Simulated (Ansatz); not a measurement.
C3H8BF, SMILES `CBC(C)F`, relaxed with RKS PBE-D4/def2-SVP in the Gaussian-basis code of Ansatz from a rough embedded geometry. The force threshold is 0.03 eV/Å; the program also tests the step.

Total charge 0; spin multiplicity 1.

Start:

```xyz
13

C    -0.052   -1.728    0.351
B     0.004   -0.331    1.005
C    -0.435    0.938    0.166
C     0.465    1.255   -1.016
F    -1.746    0.842   -0.250
H     0.194   -2.540    1.135
H     0.594   -1.826   -0.495
H    -1.148   -1.941    0.055
H     0.366   -0.213    2.173
H    -0.331    1.853    0.863
H     0.396    0.327   -1.736
H     1.545    1.297   -0.699
H     0.150    2.067   -1.553
```

**Question.** How much energy does the relaxation release, and in how many steps? (Estimate.)

**Answer.** Ansatz gave: 0.68 eV, in 15 steps, 1 of them rejected.

**Question.** Which bonds change most? (Estimate.)

**Answer.** Computed: C4–H13 from 1.023 to 1.109 Å; C4–H11 from 1.178 to 1.109 Å; C1–H7 from 1.068 to 1.120 Å; C1–H8 from 1.155 to 1.107 Å.

**Question.** Give the relaxed structure. (Best estimate.)

**Answer.** Ansatz gave: 
```xyz
13

C    -0.371   -1.885    0.615
B     0.221   -0.452    0.750
C    -0.399    0.798    0.019
C     0.563    1.505   -0.938
F    -1.582    0.488   -0.681
H    -0.206   -2.547    1.488
H     0.224   -2.339   -0.218
H    -1.427   -1.905    0.285
H     1.233   -0.243    1.404
H    -0.679    1.522    0.831
H     0.883    0.825   -1.753
H     1.469    1.851   -0.402
H     0.072    2.383   -1.402
```
